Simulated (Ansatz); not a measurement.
Ansatz results at the PBE0-D4/def2-TZVP geometry: HOMO energy (B3LYP/def2-TZVPP) -7.39 eV; size of the dipole moment (ωB97M-V/def2-TZVPP) 1.25 D; LUMO energy (B3LYP/def2-TZVPP) -0.18 eV.

Each molecule was computed in one conformer, which needn't be the lowest.

Problem. Which molecule gave them?
A. `[NH]=[Nb]([Cl])([Cl])[Cl]`
B. `[NH]=[Nb]([NH2])([NH2])[NH2]`
C. `C[O][Nb](=[NH])([O]C)[O]C`
D. `[CH3][Nb]([OH])([F])=[S]`

Solution. C. The others give `[CH3][Nb]([OH])([F])=[S]`: -7.57, 2.58, -2.34; `[NH]=[Nb]([NH2])([NH2])[NH2]`: -6.46, 1.20, -0.24; `[NH]=[Nb]([Cl])([Cl])[Cl]`: -8.52, 1.61, -2.98.

B3LYP here is the variant with VWN-RPA as its local correlation; programs differ in this.
